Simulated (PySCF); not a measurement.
Atomic charges by several schemes

Compound: Si8Me8 cubane, C₈H₂₄Si₈.
Geometry (PBE0-D3(BJ)/def2-SVP, Å), atoms numbered from 1 in this order:
```
atom  x, y, z in Å
Si1    1.3850    1.5376    0.1509
C2     2.6512    2.9388    0.2893
Si3   -0.9599    1.7471    0.5827
C4    -1.8295    3.3436    1.1135
Si5   -1.4349    0.5133   -1.4111
C6    -2.7516    0.9668   -2.6944
Si7    0.9088    0.3013   -1.8406
C8     1.7486    0.5610   -3.5184
Si9    0.9570   -1.7385   -0.5887
C10    1.8414   -3.3269   -1.1205
Si11   1.4331   -0.5010    1.4025
C12    2.7382   -0.9773    2.6894
Si13  -0.9104   -0.2912    1.8347
C14   -1.7513   -0.5727    3.5083
Si15  -1.3863   -1.5258   -0.1584
C16   -2.6610   -2.9202   -0.2881
H17    2.3905    3.7638   -0.3910
H18    3.6570    2.5767    0.0262
H19    2.6816    3.3324    1.3168
H20   -2.9083    3.1686    1.2455
H21   -1.4181    3.7095    2.0669
H22   -1.6958    4.1281    0.3529
H23   -3.7505    0.9833   -2.2319
H24   -2.7601    0.2311   -3.5131
H25   -2.5501    1.9608   -3.1226
H26    1.3373   -0.1350   -4.2654
H27    2.8317    0.3824   -3.4372
H28    1.5908    1.5894   -3.8772
H29    1.7167   -4.1114   -0.3584
H30    2.9179   -3.1418   -1.2558
H31    1.4304   -3.6981   -2.0717
H32    2.7547   -0.2473    3.5135
H33    2.5176   -1.9707    3.1092
H34    3.7389   -1.0085    2.2319
H35   -2.8374   -0.4146    3.4240
H36   -1.3560    0.1240    4.2632
H37   -1.5758   -1.6014    3.8590
H38   -2.4004   -3.7458    0.3916
H39   -3.6635   -2.5530   -0.0199
H40   -2.6997   -3.3153   -1.3148
```

Density: PBE0/pcSseg-1 (PySCF); schemes: Mulliken, IAO, Hirshfeld and ESP-fitted. The structure is a single PBE0-D3(BJ)/def2-SVP conformer in the gas phase; no vibrational or solvent corrections.

Q: Atoms with like bonding are taken together and averaged. Which atoms carry the lowest charge in the Mulliken, IAO, Hirshfeld and ESP-fitted schemes?

A: All schemes agree: Mulliken C2 (×8) (-0.607); IAO C2 (×8) (-0.667); Hirshfeld C2 (×8) (-0.210); ESP-fitted C2 (×8) (-0.612).

Q: For which atoms does the sign change between the 4 schemes (beyond +0.03 e in one, beyond −0.03 e in another)?

A: For none.

Q: What partial charge does each atom carry?

A: In e; atoms taken as equivalent share a row and are averaged (×n: the atom named and its like, n in all):

```
     atom                   environment  Mulliken     IAO  Hirshfeld  ESP-fitted
 Si1 (×8)  silicon bonded to C and 3 Si    +0.184  +0.210     +0.093      +0.149
  C2 (×8)   carbon bonded to Si and 3 H    -0.607  -0.667     -0.210      -0.612
H17 (×24)                hydrogen on C2    +0.141  +0.153     +0.039      +0.155
```

Mean size of the charges over all atoms: IAO 0.267 e, ESP-fitted 0.245 e, Mulliken 0.243 e, Hirshfeld 0.084 e. Each set sums to the total charge, 0, to within 0.001 e. The Mulliken scheme counts on each atom the diagonal of the density matrix times the overlap matrix over that atom's basis functions. The Hirshfeld scheme divides the density at each point in proportion to the densities of the neutral, spherically averaged free atoms.

Some averages cover members that differ in this geometry: C2 (×8), ESP-fitted -0.641 to -0.588; Si1 (×8), ESP-fitted +0.132 to +0.173 e.

Q: How many electrons does the Mulliken scheme count on Si5?

A: Its own charge is +0.189 e, so Z − q = 13.811.

Q: Sum the charges by element.

A: 
```tsv
element	atoms	Mulliken	IAO	Hirshfeld	ESP-fitted
Si	8	+1.475	+1.677	+0.743	+1.188
C	8	-4.853	-5.337	-1.683	-4.899
H	24	+3.377	+3.661	+0.940	+3.710
```
